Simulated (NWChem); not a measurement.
System: AlGeH5; SMILES [AlH2][GeH3]

Input file for NWChem:

```
start job
memory heap 200 mb stack 900 mb global 1100 mb
geometry units angstroms noautoz
  Al    -0.033350    -1.710496    -0.000630
  Ge    -0.080524     0.779466    -0.008763
  H     -1.502907     1.390033    -0.106439
  H      0.559370     1.368676     1.279128
  H      0.736292     1.375237    -1.188242
  H      1.363894    -2.473157    -0.000845
  H     -1.376828    -2.563543     0.009860
end
basis spherical
  Al library 6-31g*
  Ge library 6-31g*
  H library 6-31g*
end
dft
  xc xwpbe 1.00 cpbe96 1.0 hfexch 1.00
  cam 0.4 cam_alpha 0.0 cam_beta 1.0
  iterations 150
  vectors input atomic output neutral.movecs
end
task dft energy
charge 1
dft
  odft
  mult 2
  vectors input atomic output cation.movecs
end
task dft energy
```

All runs use the structure optimised with B3LYP/6-31G* (spherical d).

Ions are spin-unrestricted doublets at the neutral geometry; other ion states weren't tried. Functional: LC-ωPBE (HJS hole) with 6-31G*; the question gives the range parameter ω in 1/bohr.

Question: Predict the main results of this run. (LC-wPBE (HJS exchange hole, range parameter 0.4 per bohr)/6-31G* (spherical d), vertical spin-unrestricted ions.) Quantities: vertical ionisation energy, ΔSCF (eV); −ε(HOMO) (eV).

Answer: The vertical ionisation energy, ΔSCF (eV) is 11.34 and the −ε(HOMO) (eV) is 10.13.
